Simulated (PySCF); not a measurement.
B(Br)2(Me) (CH3BBr2), SMILES CB(Br)Br. Atoms are numbered in the order given.

```xyz
7

B      0.0231    -0.6418     0.0000
Br    -0.0006     0.3455     1.6505
Br    -0.0006     0.3455    -1.6505
C      0.0076    -2.2002     0.0000
H      0.4683    -2.6296    -0.9018
H     -1.0532    -2.5182     0.0000
H      0.4683    -2.6296     0.9018
```
Charge 0, spin multiplicity 1.

The structure is a stationary point at B3LYP-D3(BJ)/def2-SVP.

These are M06-2X/def2-TZVP in PySCF values and carry that method's errors.

Symmetry labels are those of the subgroup Cs that the program uses (full group Cs).

List the valence orbital energies around the gap with their symmetry. (The exact figures need the calculation; the answer reports its results.)


| orbital | symmetry | energy (eV) |
|---|---|---|
| HOMO−7 | A" | -13.73 |
| HOMO−6 | A' | -13.32 |
| HOMO−5 | A' | -12.42 |
| HOMO−4 | A" | -11.56 |
| HOMO−3 | A' | -10.79 |
| HOMO−2 | A" | -9.85 |
| HOMO−1 | A' | -9.83 |
| HOMO | A" | -9.44 |
| LUMO | A' | -0.75 |
| LUMO+1 | A' | 1.26 |
| LUMO+2 | A' | 1.92 |
| LUMO+3 | A" | 2.67 |
